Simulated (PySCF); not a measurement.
Simulated C 1s region for `FCC/C=N/[SiH3]`, binding energy against the vacuum level.

Every computed line was given a Gaussian of 1.0 eV full width at half maximum and an area set by the number of equivalent atoms; the highest printed point is 100. The calculation used delta-SCF UKS SCAN, pcX-2 on the ionised atom, pcseg-1 elsewhere, spin-free X2C in PySCF 2.14.0.

(binding energy (eV), intensity): (289.6, 0), (289.7, 0), (289.8, 1), (289.9, 2), (290.0, 3), (290.1, 5), (290.2, 9), (290.3, 14), (290.4, 21), (290.5, 29), (290.6, 39), (290.7, 49), (290.8, 58), (290.9, 66), (291.0, 70), (291.1, 72), (291.2, 70), (291.3, 66), (291.4, 61), (291.5, 57), (291.6, 55), (291.7, 55), (291.8, 59), (291.9, 65), (292.0, 73), (292.1, 81), (292.2, 88), (292.3, 94), (292.4, 97), (292.5, 100), (292.6, 100), (292.7, 99), (292.8, 95), (292.9, 90), (293.0, 82), (293.1, 73), (293.2, 62), (293.3, 50), (293.4, 39), (293.5, 29), (293.6, 20), (293.7, 13), (293.8, 8), (293.9, 5), (294.0, 3), (294.1, 2), (294.2, 1), (294.3, 0), (294.4, 0)

**Question.** How many maxima does the curve show, and how many computed lines lie under it?

**Answer.** The curve has 2 maxima (at 291.1 and 292.6 eV). Under it lie 3 lines from 3 inequivalent carbon sites. At this width some lines have no maximum of their own.

**Question.** Decompose the envelope and assign each component. Numbering: `[F:1][CH2:2][CH2:3]/[CH:4]=[N:5]/[SiH3:6]`.

**Answer.** 
```csv
position (eV),relative area,line,atoms,environment
291.06,1,C 1s,C3,chain CH2 carbon
292.23,1,C 1s,C4,C=N carbon
292.92,1,C 1s,C2,sp3 C–F carbon
```

The listed C 1s values span 1.86 eV, from C3 (bonded to 2 C and 2 H) to C2 (bonded to F, C and 2 H).

No satellites, vibrations or lifetime broadening are included. One conformer (not necessarily the lowest) at the GFN2-xTB geometry, without solvent, vibrations or thermal averaging.

Shape of the structure used: `[F:1][CH2:2][CH2:3]/[CH:4]=[N:5]/[SiH3:6]`: F1–C2–C3–C4 180°, C2–C3–C4–N5 1°.
